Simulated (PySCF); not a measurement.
Computed with PySCF with TPSSh-D3(BJ)/def2-TZVP // r2SCAN-D4/def2-SVP. Gas-phase values, no solvent. One relaxed conformer stands for a flexible species; it need not be the lowest. 

Reference species: [Co(H2O)2(NH3)4]3+ (excited quintet) (charge +3, multiplicity 5).

coordination number: 6
charge on the central atom (meta-Löwdin): 1.49 e
mean distance from the central atom to its bonded neighbours: 2.123 Å

Changed species: [Co(H2O)6]3+ (near-degenerate quintet) (0 of 6 H2O replaced by NH3, multiplicity 5; the reference has 4 of 6 H2O replaced by NH3, multiplicity 5).

**Question.** Give the shifts of the coordination number, charge on the central atom (meta-Löwdin) and mean distance from the central atom to its bonded neighbours.

**Answer.** the coordination number is nearly the same; the charge on the central atom (meta-Löwdin) goes up by 0.17 e, to 1.66 e; the mean distance from the central atom to its bonded neighbours falls by 0.101 Å, to 2.022 Å.
